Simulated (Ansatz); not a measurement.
A relaxation, step by step

BNH4SF2, singlet, PBE0-D4/def2-TZVP (Ansatz 0.2.0). Settings:

```yaml
hamiltonian: {xc: pbe0, dispersion: d4}
relax: {f_tol: 0.005, max_steps: 200}
```

Start, a step off a saddle point along its unstable mode:

```
atom    x (Å)    y (Å)    z (Å)
  B1  -0.7968   0.2652  -0.1314
  S2   1.4675   0.7817  -0.9419
  F3  -1.2773  -0.4138  -1.1906
  F4  -1.2442   1.5205   0.0569
  H5   1.2328   0.1092   0.1016
  N6  -0.2237  -0.4551   0.9727
  H7   1.4899  -0.3036  -1.7309
  H8  -0.3218  -0.0451   1.8864
  H9  -0.3264  -1.4590   0.9772
```

```
               step  energy less the last (meV)  largest force component (eV/Å)
                  1                       887.6                           3.136
                  5                       123.6                           0.439
                  9                        95.5                           0.045
13 (rejected trial)                        93.3                           0.261
                 17                        89.5                           0.047
                 21                        88.2                           0.087
                 25                        86.5                           0.032
29 (rejected trial)                        90.5                           0.499
                 33                        77.2                           0.213
                 37                        44.9                           0.098
                 41                        22.2                           0.394
                 45                         3.9                           0.030
                 49                         0.2                           0.036
                 53                         0.0                           0.005
                 56                         0.0                           0.003
```

Step 17, positions (Å) and forces (eV/Å):

```tsv
atom	x	y	z	Fx	Fy	Fz
B1	-1.134	0.175	0.030	0.047	0.001	0.009
S2	2.277	0.650	-1.229	-0.045	-0.041	-0.003
F3	-1.223	-0.440	-1.147	-0.014	0.006	0.004
F4	-1.558	1.429	0.110	-0.017	-0.010	-0.003
H5	1.759	0.168	-0.086	0.012	0.012	-0.020
N6	-0.597	-0.482	1.138	-0.017	0.003	-0.011
H7	1.364	0.002	-1.972	0.033	0.026	0.023
H8	-0.554	-0.052	2.044	-0.001	-0.002	0.000
H9	-0.336	-1.451	1.112	0.002	0.005	0.001
```

Step 33, positions (Å) and forces (eV/Å):

| atom | x | y | z | Fx | Fy | Fz |
| --- | --- | --- | --- | --- | --- | --- |
| B1 | -1.265 | 0.226 | 0.060 | -0.019 | -0.024 | 0.040 |
| S2 | 2.476 | 0.029 | -1.175 | -0.213 | 0.084 | 0.189 |
| F3 | -1.188 | -0.186 | -1.204 | -0.004 | 0.031 | -0.003 |
| F4 | -2.042 | 1.271 | 0.323 | 0.029 | -0.033 | -0.019 |
| H5 | 1.811 | 0.512 | -0.101 | 0.154 | -0.088 | -0.211 |
| N6 | -0.540 | -0.412 | 1.064 | -0.019 | 0.008 | 0.001 |
| H7 | 1.337 | -0.071 | -1.883 | 0.065 | -0.004 | 0.024 |
| H8 | -0.610 | -0.140 | 2.028 | 0.006 | -0.012 | -0.015 |
| H9 | 0.020 | -1.228 | 0.888 | 0.001 | 0.039 | -0.004 |

Step 53, positions (Å) and forces (eV/Å):

```tsv
atom	x	y	z	Fx	Fy	Fz
B1	-1.464	0.284	0.128	0.005	-0.004	0.000
S2	2.357	-0.593	-0.920	-0.002	0.001	-0.004
F3	-1.073	0.543	-1.123	0.000	0.000	-0.002
F4	-2.721	0.586	0.442	-0.004	0.002	0.001
H5	2.691	0.688	-0.701	0.000	-0.001	0.001
N6	-0.590	-0.275	1.051	-0.001	0.001	-0.002
H7	1.306	-0.244	-1.681	0.003	0.000	0.003
H8	-0.867	-0.483	1.993	0.000	0.000	0.002
H9	0.361	-0.506	0.811	-0.001	0.001	0.000
```

Last step (56):

B1  (-1.468, 0.279, 0.127)
S2  (2.354, -0.596, -0.928)
F3  (-1.080, 0.529, -1.127)
F4  (-2.723, 0.585, 0.443)
H5  (2.708, 0.677, -0.693)
N6  (-0.591, -0.272, 1.051)
H7  (1.305, -0.221, -1.679)
H8  (-0.864, -0.474, 1.996)
H9  (0.360, -0.507, 0.810)
(Å)

Hardware: 4 CPU threads of an Arm Neoverse V2, shared host. Wall time about 110 s.
